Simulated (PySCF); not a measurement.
B(OH)(SeH)2 (BH3OSe2), SMILES OB([SeH])[SeH]. Atoms are numbered in the order given.

```xyz
7

B      0.6804     0.0016     0.0000
O      2.0302     0.0847     0.0000
H      2.4983    -0.7586     0.0000
Se    -0.3564    -1.6771     0.0000
H      0.8155    -2.5796     0.0000
Se    -0.2711     1.7219     0.0000
H     -1.6221     1.1307     0.0000
```
Charge 0, spin multiplicity 1.

Geometry optimised at B3LYP-D3(BJ)/def2-SVP. The values are those of a single conformer.

Two levels are set side by side: PBE/pcSseg-1 (PySCF) and B3LYP/pcSseg-1 (PySCF). GIAO shifts against BF3 (¹¹B), H2O (¹⁷O), Me2Se (⁷⁷Se), TMS (¹H) at the same level; non-relativistic, no solvent, atoms listed together averaged. Differences are taken from unrounded values.

| quantity | B3LYP |
|---|---|
| δ(¹¹B) of B1 (ppm) | 44.9 |
| δ(¹⁷O) of O2 (ppm) | 185.2 |
| δ(¹H) of H3 (ppm) | 5.15 |
| δ(¹H) of H5, H7 (ppm) | 1.78 |

**Question.** What does PBE give, and how far is it from B3LYP? (Estimate from the structure and the level; the computed values follow.)

**Answer.** 
| quantity | PBE | PBE minus B3LYP |
|---|---|---|
| δ(¹¹B) of B1 (ppm) | 40.2 | -4.7 |
| δ(¹⁷O) of O2 (ppm) | 194.9 | 9.7 |
| δ(¹H) of H3 (ppm) | 5.24 | 0.09 |
| δ(¹H) of H5, H7 (ppm) | 1.91 | 0.13 |

Rough cost on one machine, each run with all the roots and properties that it gave: B3LYP against PBE within a factor of 2.
